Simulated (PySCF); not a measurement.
Compound: C7H9S (charge -1).
SMILES: `CC#C[C@@]1(C)C[C@H]1[S-]`

The closed-shell ground state was solved at several levels (PySCF, density fitting, gas phase, non-relativistic). Geometry: GFN2-xTB; no solvent, vibrations or thermal averaging. Where the HOMO energy is positive, the finite basis confines the outermost electrons. No diffuse functions stand in pcSseg-1, which bears on an anion's orbital energies.

```
         level  basis functions  HOMO (eV)  LUMO (eV)  gap (eV)
PBE0/def2-SVPD              239      -0.11       3.58      3.69
 PBE0/pcSseg-1              188       0.41       4.72      4.31
```

Q: Estimate the row for CAM-B3LYP/def2-SVPD, a basis of 239 functions; the other rows only guide the guess.

A: HOMO -1.33 eV, LUMO 4.15 eV, gap 5.48 eV.

Q: Over all these levels, which gives the widest orbital gap and which the narrowest?

A: CAM-B3LYP/def2-SVPD (range-separated hybrid) has the widest, 5.48 eV, and PBE0/def2-SVPD (global hybrid, 25 % exact exchange) the narrowest, 3.69 eV. The two share the basis. From the narrowest to the widest the HOMO moves by -1.22 eV and the LUMO by +0.57 eV.
